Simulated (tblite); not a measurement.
C7H10N (doublet state).
Numbering: `[CH3:1][NH:2][C@@H:3]1[C@@H:4]2[CH:5][C@H:6]3[C@@H:7]2[C@@H:8]13` (hydrogens: H9, H10, H11 on C1; H12 on N2; H13 on C3; H14 on C4; H15 on C5; H16 on C6; H17 on C7; H18 on C8)

Geometry (GFN2-xTB, Å), atoms numbered from 1 in this order:
```
atom  x, y, z in Å
C1     2.494    0.287   -0.089
N2     1.327   -0.289   -0.720
C3     0.299   -0.695    0.193
C4    -1.067   -1.016   -0.460
C5    -1.364    0.265   -1.197
C6    -1.512    0.955    0.093
C7    -1.764   -0.385    0.782
C8    -0.482    0.331    1.031
H9     3.214    0.555   -0.860
H10    2.274    1.181    0.513
H11    2.944   -0.463    0.563
H12    0.913    0.360   -1.390
H13    0.677   -1.504    0.823
H14   -1.261   -1.990   -0.890
H15   -2.010    0.379   -2.045
H16   -1.951    1.918    0.294
H17   -2.572   -0.707    1.410
H18   -0.168    0.826    1.936
```

Method: GFN2-xTB as coded in tblite; computed harmonic values from a numerical Hessian at the method's own geometry, unscaled. This tight-binding method is rough: wavenumbers can miss measured ones by several per cent, in bad cases by 10 to 20. One conformer, not necessarily the lowest. Open shells enter through the occupations alone, without spin polarisation, and single modes of such species can be off by tens of per cent.

Harmonic wavenumbers (cm⁻¹): 82.7, 171.8, 186.8, 274.3, 331.6, 417.3, 572.3, 644.0, 721.1, 765.4, 814.4, 836.9, 853.9, 871.6, 911.8, 927.3, 964.6, 988.2, 995.0, 1013.3, 1022.5, 1047.4, 1095.6, 1116.5, 1117.6, 1130.1, 1147.6, 1157.8, 1178.0, 1198.4, 1225.2, 1275.9, 1286.4, 1356.5, 1391.3, 1413.4, 1487.8, 1497.9, 2870.1, 2945.2, 2995.8, 3018.9, 3042.9, 3080.0, 3093.6, 3115.8, 3139.3, 3273.0.

A = 4627, B = 1741, C = 1654 MHz; mass 108.081 u (most abundant isotopes); point group C1, symmetry number 1; spin multiplicity 2.

**Question.** What is the zero-point energy?

**Answer.** ½Σν̃ = 33032 cm⁻¹ = 94.44 kcal/mol.

**Question.** What is S at 273.15 K and 1 bar for an ideal gas of classical rigid rotors and harmonic oscillators?

**Answer.** Translation 39.54, rotation 27.32, vibration 13.89, spin (R ln 2) 1.38: S = 82.1 cal/(mol K).

**Question.** And Cp and H(273.15 K) − H(0)?

**Answer.** Cp = 27.64 cal/(mol K), of which vibrations give 19.70 (their classical limit is 48 R = 95.4); H(273.15 K) − H(0) = 4.42 kcal/mol without the zero-point energy, 2.25 from vibrations.

**Question.** How do the functions run with temperature in this model?

**Answer.** 
| T (K) | S (cal/(mol K)) | Cp (cal/(mol K)) | H − H(0) (kcal/mol) | G − H(0) (kcal/mol) | ln q(vib) |
| --- | --- | --- | --- | --- | --- |
| 100 | 63.5 | 13.3 | 1.01 | -5.34 | 0.55 |
| 200 | 74.7 | 20.3 | 2.67 | -12.28 | 1.80 |
| 300 | 84.9 | 30.6 | 5.20 | -20.26 | 3.27 |
| 500 | 105.5 | 50.8 | 13.45 | -39.29 | 6.79 |
| 800 | 133.8 | 69.2 | 31.74 | -75.30 | 12.73 |
| 1000 | 150.1 | 76.8 | 46.39 | -103.72 | 16.67 |

q(vib) and H(0) count from the zero-point level.

**Question.** Which modes carry the vibrational entropy at 273.15 K?

**Answer.** 82.7 cm⁻¹: 3.65; 171.8 cm⁻¹: 2.25; 186.8 cm⁻¹: 2.10; 274.3 cm⁻¹: 1.42; 331.6 cm⁻¹: 1.11; 417.3 cm⁻¹: 0.78 cal/(mol K); the other 42 give 2.57 together.

**Question.** Blend soft modes into free rotors: weight 1/[1 + (100 cm⁻¹/ν̃)⁴] for the oscillator and the rest for a rotor with moment μB/(μ + B), μ = h/(8π²ν), B = 10⁻⁴⁴ kg m². What vibrational entropy results?

**Answer.** 13.43 cal/(mol K) in place of 13.89, which changes −T·S at 273.15 K by +0.13 kcal/mol.

**Question.** What must be added to the electronic energy to get the Gibbs energy at 273.15 K and 1 bar?

**Answer.** ZPE + [H(273.15 K) − H(0)] − T·S = 94.44 + 4.42 − 22.43 = 76.43 kcal/mol.

Hindered rotation and anharmonicity are outside this model. Other conformers, if any are populated, would add a mixing term that is left out. The structure is chiral; the term R ln 2 for an equal mix with its mirror image is left out.

On one thread of an Arm Neoverse V2, on a shared host, this took 0.44 s of wall time. The figure is for the frequency step alone.
